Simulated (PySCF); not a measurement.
**Basis-set dependence of population analyses: `BB(Cl)BN`**

Compound: B3ClH5N.
Numbering: `[BH2:1][B:2]([Cl:3])[BH:4][NH2:5]` (hydrogens: H6, H7 on B1; H8 on B4; H9, H10 on N5)

PBE0 throughout (PySCF), one geometry, spherical d and f functions. Geometry: PBE0-D3(BJ)/def2-SVP, one conformer, isolated molecule. Atoms taken as equivalent share a column and are averaged. The first 7 of 8 kinds of atom are listed.

Mulliken charges (e):

| basis | functions | B1 | B2 | Cl3 | B4 | N5 | H6/H7 | H8 |
| --- | --- | --- | --- | --- | --- | --- | --- | --- |
| STO-3G | 34 | +0.073 | +0.120 | -0.206 | +0.147 | -0.446 | -0.033 | -0.052 |
| 6-31G | 59 | +0.072 | -0.117 | -0.115 | +0.354 | -0.827 | -0.007 | -0.028 |
| pcSseg-0 | 59 | +0.032 | -0.152 | -0.232 | +0.347 | -0.814 | +0.055 | +0.047 |
| 6-31G* | 84 | -0.025 | +0.002 | -0.140 | +0.190 | -0.760 | +0.018 | -0.011 |
| cc-pVDZ | 99 | +0.011 | -0.018 | -0.125 | -0.074 | +0.001 | +0.007 | -0.014 |
| def2-SVP | 99 | +0.002 | +0.028 | -0.132 | -0.072 | -0.098 | +0.006 | -0.012 |
| aug-cc-pVDZ | 164 | -1.258 | +0.153 | -0.430 | -0.104 | +0.015 | +0.610 | +0.462 |
| 6-311+G(2d,p) | 173 | +0.130 | -0.135 | -0.151 | +0.196 | -0.546 | +0.010 | -0.009 |
| def2-TZVP | 191 | -0.107 | +0.127 | -0.146 | -0.006 | -0.444 | +0.036 | +0.012 |
| cc-pVTZ | 224 | -0.127 | +0.138 | -0.116 | -0.105 | -0.204 | +0.041 | +0.009 |
| IGLO-III | 234 | +0.068 | +0.011 | -0.108 | +0.227 | -0.501 | -0.032 | -0.062 |

IAO charges (e):

```csv
basis,functions,B1,B2,Cl3,B4,N5,H6/H7,H8
STO-3G,34,-0.010,-0.042,-0.049,+0.030,-0.432,+0.017,+0.009
6-31G,59,-0.068,-0.006,-0.068,+0.002,-0.507,+0.039,+0.018
pcSseg-0,59,-0.076,-0.015,-0.055,-0.019,-0.464,+0.041,+0.017
6-31G*,84,-0.054,-0.002,-0.067,+0.015,-0.504,+0.031,+0.011
cc-pVDZ,99,-0.071,+0.001,-0.062,-0.007,-0.492,+0.037,+0.015
def2-SVP,99,-0.062,-0.006,-0.052,-0.005,-0.483,+0.032,+0.011
aug-cc-pVDZ,164,-0.070,+0.002,-0.065,0.000,-0.519,+0.038,+0.017
"6-311+G(2d,p)",173,-0.069,-0.003,-0.061,+0.003,-0.522,+0.038,+0.016
def2-TZVP,191,-0.069,-0.002,-0.060,+0.004,-0.521,+0.037,+0.015
cc-pVTZ,224,-0.070,0.000,-0.062,+0.003,-0.519,+0.037,+0.015
IGLO-III,234,-0.069,-0.005,-0.058,+0.004,-0.524,+0.038,+0.016
```

Hirshfeld charges (e):

```tsv
basis	functions	B1	B2	Cl3	B4	N5	H6/H7	H8
STO-3G	34	+0.116	+0.125	-0.182	+0.060	-0.167	-0.059	-0.074
6-31G	59	+0.084	+0.057	-0.099	+0.049	-0.206	-0.046	-0.062
pcSseg-0	59	+0.081	+0.043	-0.073	+0.043	-0.201	-0.049	-0.066
6-31G*	84	+0.087	+0.064	-0.105	+0.050	-0.209	-0.048	-0.062
cc-pVDZ	99	+0.081	+0.045	-0.076	+0.047	-0.208	-0.049	-0.066
def2-SVP	99	+0.077	+0.040	-0.060	+0.046	-0.213	-0.049	-0.066
aug-cc-pVDZ	164	+0.078	+0.050	-0.074	+0.060	-0.230	-0.047	-0.060
6-311+G(2d,p)	173	+0.084	+0.045	-0.074	+0.062	-0.229	-0.049	-0.060
def2-TZVP	191	+0.080	+0.048	-0.074	+0.060	-0.229	-0.048	-0.061
cc-pVTZ	224	+0.080	+0.049	-0.076	+0.060	-0.228	-0.048	-0.062
IGLO-III	234	+0.075	+0.045	-0.061	+0.058	-0.232	-0.047	-0.060
```

ESP-fitted charges (e):

| basis | functions | B1 | B2 | Cl3 | B4 | N5 | H6/H7 | H8 |
| --- | --- | --- | --- | --- | --- | --- | --- | --- |
| STO-3G | 34 | +0.164 | +0.177 | -0.219 | +0.081 | -0.505 | -0.082 | -0.075 |
| 6-31G | 59 | +0.214 | +0.086 | -0.195 | +0.245 | -0.862 | -0.090 | -0.090 |
| pcSseg-0 | 59 | +0.214 | +0.118 | -0.204 | +0.201 | -0.770 | -0.096 | -0.091 |
| 6-31G* | 84 | +0.236 | +0.010 | -0.153 | +0.287 | -0.883 | -0.095 | -0.096 |
| cc-pVDZ | 99 | +0.228 | -0.002 | -0.130 | +0.227 | -0.767 | -0.092 | -0.087 |
| def2-SVP | 99 | +0.226 | -0.017 | -0.115 | +0.236 | -0.772 | -0.092 | -0.091 |
| aug-cc-pVDZ | 164 | +0.246 | -0.010 | -0.143 | +0.349 | -0.930 | -0.098 | -0.107 |
| 6-311+G(2d,p) | 173 | +0.266 | -0.051 | -0.129 | +0.374 | -0.976 | -0.101 | -0.107 |
| def2-TZVP | 191 | +0.256 | -0.040 | -0.126 | +0.355 | -0.948 | -0.100 | -0.106 |
| cc-pVTZ | 224 | +0.250 | -0.027 | -0.130 | +0.326 | -0.895 | -0.099 | -0.104 |
| IGLO-III | 234 | +0.265 | -0.066 | -0.120 | +0.381 | -0.958 | -0.100 | -0.111 |

Some averages cover members that differ in this geometry, most widely: H6/H7, Mulliken in aug-cc-pVDZ +0.587 to +0.633 e.

Which scheme is steadiest as the basis changes?

Largest range over the bases for any column: IAO 0.09 e, Hirshfeld 0.12 e, ESP-fitted 0.47 e, Mulliken 1.39 e. IAO charges move least and Mulliken charges most, counted in e. Without the minimal STO-3G basis the ranges are IAO 0.06, Hirshfeld 0.05, ESP-fitted 0.21, Mulliken 1.39 e.

How much do the charges still move between the two largest bases, cc-pVTZ and IGLO-III?

At most, over all atoms: Mulliken 0.332 e, IAO 0.005 e, Hirshfeld 0.015 e, ESP-fitted 0.063 e.

What do the same runs give for the total energy, the frontier levels and the dipole moment?

| basis | energy (Eh) | HOMO (eV) | LUMO (eV) | μ (D) |
| --- | --- | --- | --- | --- |
| STO-3G | -585.5729 | -5.41 | 1.11 | 3.22 |
| 6-31G | -592.1406 | -7.12 | -1.66 | 3.15 |
| pcSseg-0 | -591.3962 | -7.34 | -1.96 | 3.19 |
| 6-31G* | -592.1793 | -7.04 | -1.57 | 2.92 |
| cc-pVDZ | -592.2181 | -7.07 | -1.75 | 2.79 |
| def2-SVP | -591.9654 | -7.05 | -1.73 | 2.71 |
| aug-cc-pVDZ | -592.2302 | -7.23 | -1.95 | 2.63 |
| 6-311+G(2d,p) | -592.2582 | -7.25 | -1.95 | 2.62 |
| def2-TZVP | -592.2671 | -7.21 | -1.90 | 2.61 |
| cc-pVTZ | -592.2722 | -7.20 | -1.89 | 2.66 |
| IGLO-III | -592.2693 | -7.24 | -1.94 | 2.57 |

The dipole is fixed by the density alone, so its range of 0.65 D shows that the density itself changes with the basis, not only its division among atoms.
